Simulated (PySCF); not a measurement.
Job file and geometry (Å, from GFN2-xTB) of an NMR shielding run on SMILES CCOS(=O)(=O)C[SiH3], C₃H₁₀O₃SSi, GIAO PBE0/pcSseg-1 NMR shielding, non-relativistic, gas phase (PySCF 2.14.0, density-fitted response routines); density fitting, a coarse starting grid and PySCF grid level 2 are the driver's defaults:

```
$ OMP_NUM_THREADS=1 python probes_run.py task.json out

{"job": {"kind": "nmr", "xc": "PBE0", "basis": "pcSseg-1"}, "charge": 0, "multiplicity": 1}
C      2.885539     0.470081    -0.528360
C      2.111116    -0.622327     0.192846
O      0.832503    -0.167390     0.618726
S     -0.313310    -0.113280    -0.525214
O     -0.234600    -1.313067    -1.302668
O     -0.244438     1.126669    -1.238439
C     -1.756158    -0.119288     0.493256
Si    -3.143789     0.291255    -0.735708
H      3.056240     1.312513     0.137725
H      2.311685     0.815515    -1.384547
H      3.842527     0.080538    -0.866095
H      2.624924    -0.944563     1.103048
H      1.956510    -1.483223    -0.467165
H     -1.816505    -1.100064     0.945538
H     -1.594048     0.634943     1.251274
H     -4.382360     0.052019     0.022178
H     -3.085037    -0.613329    -1.880055
H     -3.059558     1.699316    -1.112757
```

Problem. Write the output of this run.

Solution. 
```
coarse grid: 15968 points
cycle   1  E = -1032.5770636265  dE =  1.706e+00  |g| = 1.191e+00  |ddm| = 3.920e+00
cycle   2  E = -1032.1191388928  dE =  4.579e-01  |g| = 2.001e+00  |ddm| = 2.373e+00
cycle   3  E = -1032.8178782618  dE = -6.987e-01  |g| = 2.451e-01  |ddm| = 1.658e+00
cycle   4  E = -1032.8287610783  dE = -1.088e-02  |g| = 8.979e-02  |ddm| = 2.450e-01
cycle   5  E = -1032.8300150605  dE = -1.254e-03  |g| = 2.802e-02  |ddm| = 6.595e-02
cycle   6  E = -1032.8301792403  dE = -1.642e-04  |g| = 4.919e-03  |ddm| = 2.307e-02
cycle   7  E = -1032.8301841717  dE = -4.931e-06  |g| = 1.636e-03  |ddm| = 5.035e-03
final grid: 144640 points
cycle   8  E = -1032.9109375284  dE = -2.529e-05  |g| = 1.268e-02  |ddm| = 2.443e-02
cycle   9  E = -1032.9109076813  dE =  2.985e-05  |g| = 1.764e-02  |ddm| = 2.179e-02
cycle  10  E = -1032.9109683577  dE = -6.068e-05  |g| = 1.812e-03  |ddm| = 1.320e-02
cycle  11  E = -1032.9109689495  dE = -5.918e-07  |g| = 3.420e-04  |ddm| = 1.528e-03
cycle  12  E = -1032.9109689656  dE = -1.615e-08  |g| = 1.974e-04  |ddm| = 3.817e-04
cycle  13  E = -1032.9109689726  dE = -6.926e-09  |g| = 3.014e-05  |ddm| = 1.551e-04
cycle  14  E = -1032.9109689727  dE = -1.824e-10  |g| = 9.711e-06  |ddm| = 2.948e-05
converged SCF energy = -1032.9109689727

GIAO shielding tensors (ppm)
atom      isotropic    diamagn.    paramagn.     s11        s22        s33       span
  0 C      167.388     248.972     -81.584    149.321    168.157    184.686     35.365
  1 C      123.675     245.149    -121.475     83.515    117.910    169.599     86.084
  2 O      129.423     409.144    -279.720      7.821    116.865    263.585    255.764
  3 S      172.665    1057.072    -884.407     40.478    165.718    311.800    271.323
  4 O      116.530     402.294    -285.763     69.649     89.656    190.287    120.638
  5 O       81.545     402.691    -321.146     45.192     72.379    127.064     81.872
  6 C      144.164     262.485    -118.321    112.225    127.649    192.619     80.395
  7 Si     425.073     877.729    -452.656    396.093    425.179    453.947     57.855
  8 H       30.116      30.000       0.116     26.702     27.993     35.653      8.951
  9 H       29.674      30.983      -1.309     24.125     31.372     33.525      9.400
 10 H       30.822      27.446       3.376     26.661     27.463     38.342     11.681
 11 H       27.715      30.073      -2.358     22.246     27.357     33.541     11.294
 12 H       26.794      31.404      -4.610     22.218     27.700     30.464      8.246
 13 H       29.160      32.818      -3.658     24.839     28.118     34.522      9.682
 14 H       28.787      33.608      -4.821     24.889     28.538     32.934      8.045
 15 H       27.698      26.775       0.924     24.379     25.132     33.584      9.205
 16 H       27.369      27.070       0.299     23.299     26.953     31.855      8.556
 17 H       27.417      27.529      -0.112     23.397     26.453     32.401      9.004
```

Problem. Turn these shieldings into chemical shifts. Scale: ¹³C (σref 186.93), ²⁹Si (σref 349.16), ¹H (σref 31.72) against TMS; ¹⁷O (σref 336.08) vs H2O; ³³S (σref 503.73) against CS2 (reference shieldings calculated alike).

Solution. Averaging equivalent atoms: C 1: 63.3; C 6: 42.8; C 0: 19.5; O 4/5: 237.0; O 2: 206.7; S 3: 331; Si 7: -75.9; H 11/12: 4.46; H 15/16/17: 4.22; H 13/14: 2.74; H 8/9/10: 1.51 ppm. Experimental scales use liquid or dissolved standards, which lie at an offset from isolated H2O (liquid H2O: subtract about 36 ppm).

Size and cost of the density-fitted run: 200 basis functions, 79 s wall time on 1 thread of an Arm Neoverse N1, shared host; peak memory 0.9 GiB.
